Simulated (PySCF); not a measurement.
C4H6ClF, SMILES FC1(Cl)CCC1. Atoms are numbered in the order given.

```xyz
12

F      1.6742    -0.5309     0.0000
C      0.4100    -0.0640     0.0000
Cl    -0.7055    -1.4687     0.0000
C      0.0416     0.9521    -1.0801
C     -0.7502     1.7186     0.0000
C      0.0416     0.9521     1.0801
H      0.9530     1.4908    -1.3809
H     -0.4801     0.5790    -1.9710
H     -0.6649     2.8134     0.0000
H     -1.8133     1.4408     0.0000
H     -0.4801     0.5790     1.9710
H      0.9530     1.4908     1.3809
```

Geometry optimised at PBE0-D3(BJ)/def2-SVP.

All values below come from ωB97X/def2-TZVP run with PySCF.

Computed frontier levels, gap, dipole moment and polarisability:
```json
{
  "highest_occupied_level": "-10.88 eV",
  "lowest_empty_level": "2.74 eV",
  "orbital_gap": "13.62 eV",
  "dipole_moment": "2.48 D",
  "quadrupole, principal values (traceless, Buckingham form, about the centre of nuclear charge)": "-3.19, 0.83, 2.36 D·Å",
  "mean_static_polarisability": "56.9 bohr³ (8.43 Å³)",
  "polarisability_principal_values": "53.1, 53.4, 64.3 bohr³"
}
```
